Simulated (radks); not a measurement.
Values are calculated unless marked as measured or tabulated.
All-electron atom: Er12+ in [Kr] 4d10 4f8 5s2 (the NIST ground configuration). Level of theory: non-relativistic Kohn-Sham, PBE, spin-polarised, spherical densities, point nucleus; open shells are filled with parallel spins first (spin-orbit coupling, left out, can overturn this in heavy ions); relativity is left out, which matters for an element this heavy (a radial shooting solver on a logarithmic mesh with Libxc functionals).

Unscreened Slater integrals over Kohn-Sham orbitals (eV). They are taken over the spin-up orbitals.

integral    value
F0(5s,5s)  21.577
F0(5s,4f)  25.828
G3(5s,4f)  3.3469
F0(5s,4d)  26.236
G2(5s,4d)  2.6230
F0(4f,4f)  40.109
F2(4f,4f)  20.046
F4(4f,4f)  12.791
F6(4f,4f)  9.2652
F0(4f,4d)  41.369
F2(4f,4d)  20.538
F4(4f,4d)  13.283
G1(4f,4d)  23.725
G3(4f,4d)  15.281
G5(4f,4d)  10.914
F0(4d,4d)  43.113
F2(4d,4d)  22.044
F4(4d,4d)  14.813

Derived for the open shells (J is the average intra-shell exchange parameter used in DFT+U). 4f: F4/F2 = 0.638, F6/F2 = 0.462, J = (286 F2 + 195 F4 + 250 F6)/6435 = 1.638 eV.
